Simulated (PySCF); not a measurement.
PySCF input file for NbCl5, SMILES [Cl][Nb]([Cl])([Cl])([Cl])[Cl], multiplicity 1, TDDFT-ωB97X/def2-SVPD. Geometry optimised at PBE-D3(BJ)/def2-SVP. The multiplicity is an assumed one; other spin states were not compared. The isomer is the one that the SMILES or the coordinates give; other isomers of the formula were not compared. The def2 effective core potentials stand for the cores of Nb; spin–orbit coupling is left out.

```python
import numpy as np
from pyscf import gto, scf, dft, tdscf

mol = gto.M(
    atom='''
    Nb    0.00000000   -0.00000000    0.00000000
    Cl    2.28921554   -0.00000000    0.00000001
    Cl   -0.00000001   -0.00000000    2.33602730
    Cl    0.00000001    0.00000000   -2.33602730
    Cl   -1.14460777   -1.98251881   -0.00000001
    Cl   -1.14460777    1.98251881   -0.00000001
    ''',
    basis='def2-SVPD',
    ecp={'Nb': 'def2-svp'},
    charge=0,
    spin=0,
    symmetry=True,
    max_memory=1600,
    verbose=4,
)
mf = dft.RKS(mol, xc='wb97x').density_fit(auxbasis='def2-universal-jkfit')
mf.grids.level = 3
mf.conv_tol = 1e-9
mf.max_cycle = 100
mf.kernel()
mf.grids = dft.Grids(mol).set(level=1).build(with_non0tab=True)  # coarser grid for the response kernel
td = tdscf.TDDFT(mf)
td.singlet = True
td.nstates = 10
td.conv_tol = 1e-4
td.kernel(x0=td.get_init_guess(mf, 15))
td.analyze()
tt = tdscf.TDA(mf)
tt.singlet = False
tt.nstates = 4
tt.conv_tol = 1e-4
tt.kernel(x0=tt.get_init_guess(mf, 9))
tt.analyze(verbose=3)
```

Program output:

```
PySCF version 2.14.0

[INPUT] verbose = 4
[INPUT] num. atoms = 6
[INPUT] num. electrons = 98
[INPUT] charge = 0
[INPUT] spin (= nelec alpha-beta = 2S) = 0
[INPUT] symmetry True subgroup None
[INPUT] Mole.unit = angstrom
[INPUT] Symbol           X                Y                Z      unit          X                Y                Z       unit  Magmom
[INPUT]  1 Nb     0.000000000000   0.000000000000   0.000000000000 AA    0.000000000000   0.000000000000   0.000000000000 Bohr   0.0
[INPUT]  2 Cl     2.289215540000   0.000000000000   0.000000010000 AA    4.325990410698   0.000000000000   0.000000018897 Bohr   0.0
[INPUT]  3 Cl    -0.000000010000   0.000000000000   2.336027300000 AA   -0.000000018897   0.000000000000   4.414451816507 Bohr   0.0
[INPUT]  4 Cl     0.000000010000   0.000000000000  -2.336027300000 AA    0.000000018897   0.000000000000  -4.414451816507 Bohr   0.0
[INPUT]  5 Cl    -1.144607770000  -1.982518810000  -0.000000010000 AA   -2.162995205349  -3.746417587699  -0.000000018897 Bohr   0.0
[INPUT]  6 Cl    -1.144607770000   1.982518810000  -0.000000010000 AA   -2.162995205349   3.746417587699  -0.000000018897 Bohr   0.0

nuclear repulsion = 682.378137136021
point group symmetry = D3h, use subgroup C2v
symmetry origin: [ 0.00000000e+00  0.00000000e+00 -2.54963051e-09]
symmetry axis x: [ 9.39987033e-24  1.00000000e+00 -1.89602062e-15]
symmetry axis y: [-3.06632062e-10  1.89602062e-15  1.00000000e+00]
symmetry axis z: [ 1.00000000e+00 -8.81848962e-24  3.06632062e-10]
num. orbitals of irrep A1 = 66
num. orbitals of irrep A2 = 21
num. orbitals of irrep B1 = 41
num. orbitals of irrep B2 = 41
number of shells = 67
number of NR pGTOs = 285
number of NR cGTOs = 169
basis = def2-SVPD
ecp = {'Nb': 'def2-svp'}


[settings echo left out]
init E= -2350.61342013535
HOMO (A2) = -0.588111525835112  LUMO (B2) = -0.523636378469482  gap/eV = 1.75446
cycle= 1 E= -2356.86762829074  delta_E= -6.25  |g|= 1.68  |ddm|= 5.28
HOMO (B2) = -0.345786518029642  LUMO (A1) = 0.0703595305884204  gap/eV = 11.32391
cycle= 2 E= -2356.45354110494  delta_E= 0.414  |g|= 1.89  |ddm|= 4.03
HOMO (B2) = -0.422516594886887  LUMO (A2) = -0.115196274643751  gap/eV = 8.36261
cycle= 3 E= -2357.52926913003  delta_E= -1.08  |g|= 0.135  |ddm|= 2.61
HOMO (B2) = -0.430260056347026  LUMO (A2) = -0.105225311952403  gap/eV = 8.84465
cycle= 4 E= -2357.53429174854  delta_E= -0.00502  |g|= 0.0352  |ddm|= 0.265
HOMO (B2) = -0.428455118557239  LUMO (A2) = -0.100052830299747  gap/eV = 8.93628
cycle= 5 E= -2357.53467312826  delta_E= -0.000381  |g|= 0.0136  |ddm|= 0.0481
HOMO (B2) = -0.428478689960978  LUMO (A2) = -0.101549474830668  gap/eV = 8.89620
cycle= 6 E= -2357.53474730175  delta_E= -7.42e-05  |g|= 0.00319  |ddm|= 0.0261
HOMO (B2) = -0.428539476425065  LUMO (A2) = -0.101820458140084  gap/eV = 8.89048
cycle= 7 E= -2357.53475362129  delta_E= -6.32e-06  |g|= 0.00107  |ddm|= 0.00797
HOMO (B2) = -0.42859564048023  LUMO (A2) = -0.101680615193235  gap/eV = 8.89581
cycle= 8 E= -2357.53475461868  delta_E= -9.97e-07  |g|= 0.000303  |ddm|= 0.00293
HOMO (B2) = -0.428555854754406  LUMO (A2) = -0.101620556476851  gap/eV = 8.89636
cycle= 9 E= -2357.53475469282  delta_E= -7.41e-08  |g|= 9.75e-05  |ddm|= 0.000824
HOMO (B2) = -0.428565302066213  LUMO (A2) = -0.101613625438306  gap/eV = 8.89681
cycle= 10 E= -2357.53475469858  delta_E= -5.76e-09  |g|= 2.12e-05  |ddm|= 0.000254
HOMO (B2) = -0.428564955184105  LUMO (A2) = -0.101615524537483  gap/eV = 8.89675
cycle= 11 E= -2357.53475469912  delta_E= -5.37e-10  |g|= 3.92e-06  |ddm|= 7.98e-05
HOMO (B2) = -0.428564984206155  LUMO (A2) = -0.101615350333651  gap/eV = 8.89675
Extra cycle  E= -2357.53475469914  delta_E= -2.09e-11  |g|= 1.91e-06  |ddm|= 1.24e-05
converged SCF energy = -2357.53475469914
tot grids = 39752


******** <class 'pyscf.tdscf.rks.TDDFT'> for <class 'pyscf.df.df_jk.DFSymAdaptedRKS'> ********
nstates = 10 singlet
deg_eia_thresh = 1.000e-03
wfnsym = None
conv_tol = 0.0001
eigh lindep = 1e-12
eigh level_shift = 0
eigh max_cycle = 100


Excitation energies (eV)
[3.63276677 3.70090181 3.70129484 3.82502121 3.9332384  3.93395045
 3.94471827 3.94593114 4.22005579 4.5150802 ]

** Singlet excitation energies and oscillator strengths **
Excited State   1:   B1      3.63277 eV    341.29 nm  f=0.0000
      48 -> 51        0.49199
      49 -> 50        0.49731
Excited State   2:  ???      3.70090 eV    335.01 nm  f=0.0082
      48 -> 51       -0.49421
      49 -> 50        0.48887
Excited State   3:  ???      3.70129 eV    334.98 nm  f=0.0081
      48 -> 50        0.49199
      49 -> 51        0.49119
Excited State   4:   A2      3.82502 eV    324.14 nm  f=0.0000
      46 -> 50       -0.49139
      47 -> 51        0.48879
Excited State   5:   A2      3.93324 eV    315.22 nm  f=0.0000
      46 -> 50       -0.49142
      47 -> 51       -0.49395
Excited State   6:  ???      3.93395 eV    315.16 nm  f=0.0000
      46 -> 51        0.49218
      47 -> 50       -0.49313
Excited State   7:   B1      3.94472 eV    314.30 nm  f=0.0143
      45 -> 50        0.69260
Excited State   8:  ???      3.94593 eV    314.21 nm  f=0.0143
      45 -> 51       -0.69262
Excited State   9:  ???      4.22006 eV    293.80 nm  f=0.0000
      48 -> 50        0.48575
      49 -> 51       -0.48653
Excited State  10:   A2      4.51508 eV    274.60 nm  f=0.0000
      48 -> 53       -0.48583
      49 -> 52        0.49203

** Transition electric dipole moments (AU) **
state          X           Y           Z        Dip. S.      Osc.
  1        -0.0000      0.0016     -0.0000      0.0000      0.0000
  2         0.0000      0.3004      0.0000      0.0902      0.0082
  3        -0.2990     -0.0000      0.0000      0.0894      0.0081
  4         0.0000      0.0000     -0.0000      0.0000      0.0000
  5         0.0000      0.0000     -0.0000      0.0000      0.0000
  6         0.0000     -0.0000      0.0016      0.0000      0.0000
  7         0.0000     -0.3842      0.0000      0.1476      0.0143
  8         0.3843     -0.0000      0.0000      0.1477      0.0143
  9         0.0004     -0.0000      0.0000      0.0000      0.0000
 10        -0.0000     -0.0000      0.0000      0.0000      0.0000

WARN: ECP detected. Skipping calculation of transition velocity and magnetic dipole moments, which have not yet been implemented.



******** <class 'pyscf.tdscf.rks.TDA'> for <class 'pyscf.df.df_jk.DFSymAdaptedRKS'> ********
nstates = 4 triplet
deg_eia_thresh = 1.000e-03
wfnsym = None
conv_tol = 0.0001
eigh lindep = 1e-12
eigh level_shift = 0
eigh max_cycle = 100


Excitation energies (eV)
[3.27613441 3.41568041 3.41685932 3.64052425]

** Triplet excitation energies and oscillator strengths **
Excited State   1:   A1      3.27613 eV    378.45 nm  f=0.0000
Excited State   2:   B1      3.41568 eV    362.99 nm  f=0.0000
Excited State   3:   A1      3.41686 eV    362.86 nm  f=0.0000
Excited State   4:   B1      3.64052 eV    340.57 nm  f=0.0000
```

Self-consistency was reached.
